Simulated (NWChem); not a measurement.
A series in which one site is exchanged, each optimised at PBE0/def2-SVP with NWChem, gas phase unless a solvent is named. Low-valent species are run as closed-shell singlets; no triplet was tried in these runs. This build's default masses of Se (78.918 u) and Br (79.917 u) are each other's, which moves their modes by up to 0.6 %. For some, no frequency run checked for a minimum. def2 effective core potentials on I; no spin-orbit coupling.

A: [F][Ge][F] (GeF$_{2}$; site = F)
B: [Ge]([Cl])[F] (GeClF; site = Cl)
C: [F][Ge][I] (GeIF; site = I)
D: [Ge]([Br])[F] (GeBrF; site = Br)

Values for A:

- dipole (D), PBE0/def2-SVP: 2.34
- vertical ionisation energy, ΔSCF, B3LYP/def2-SVP (eV): 11.62
- static polarisability, B3LYP/def2-SVPD (bohr³): 29.6

Problem. How do these values change for the other members?

Solution. 
```csv
change from A,B,C,D
"dipole (D), PBE0/def2-SVP",-0.16,-0.27,-0.21
"vertical ionisation energy, ΔSCF, B3LYP/def2-SVP (eV)",-0.83,-1.82,-1.20
"static polarisability, B3LYP/def2-SVPD (bohr³)",+15.9,+41.0,+25.0
```
